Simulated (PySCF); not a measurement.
# Dipole moment and polarisability of `[SiH3]c1ccsc1[SiH3]`

C₄H₈SSi₂.
Geometry (GFN2-xTB, Å), atoms numbered from 1 in this order:
```xyz
15
C4H8SSi2 angstrom
Si    -0.9675   -1.8089    0.1798
C      0.3496   -0.4818   -0.0003
C      1.7322   -0.7862   -0.1107
C      2.5190    0.3101   -0.2325
S      1.5969    1.7592   -0.2134
C      0.1129    0.8676   -0.0388
Si    -1.4948    1.8290    0.0267
H     -1.5690   -1.7380    1.5149
H     -0.3146   -3.1097    0.0086
H     -1.9970   -1.6319   -0.8472
H      2.1162   -1.7914   -0.1000
H      3.5853    0.3646   -0.3327
H     -1.2370    3.1046    0.6971
H     -1.9580    2.0805   -1.3418
H     -2.4784    1.0402    0.7684
```

Level: CAM-B3LYP/def2-SVPD (PySCF), static field, nuclei fixed, core orbitals frozen in the response. The polarisability tensor in these axes (au):

```
x   131.39   2.52  -4.08
y     2.52 133.19  -3.00
z    -4.08  -3.00  83.06
```

Task: What are the eigenvalues, a third of the trace, and Δα (Δα² = ½Σ(αi − αj)² over the three pairs)?

Result: Principal values 82.56, 129.67 and 135.41 au; mean 115.88 au = 17.17 Å³ = 19.11 × 10⁻⁴⁰ C²·m²/J; Δα = 50.23 au (43 % of the mean).

Task: What is the dipole moment, and where does it point?

Result: (0.49, -0.33, -0.01) D, 0.59 D in size, pointing from the negative to the positive side. Measured along this direction, the outermost atoms are H13 and H14 at the negative end and H12 and H11 at the positive end.

Task: What depolarisation ratio follows for Rayleigh scattering of linearly polarised light, taking the static tensor?

Result: ρ = 3Δα²/(45ᾱ² + 4Δα²) = 7567.7/(604257 + 10090.2) = 0.0123.

Task: Refractivity n − 1 of an ideal gas of it at 400 K and 1 atm, from the electronic α?

Result: N = p/kT = 1.8347 × 10¹⁹ cm⁻³, so n − 1 = 2π × N × 17.17 × 10⁻²⁴ cm³ = 1980 × 10⁻⁶ at long wavelengths.

Task: Molar refractivity from α?

Result: Lorentz–Lorenz: R = (4π/3)N_A α = 2.5225 cm³/(mol·Å³) × 17.17 Å³ = 43.3 cm³/mol, in the limit of long wavelengths.

Isolated species at its GFN2-xTB geometry, gas phase.
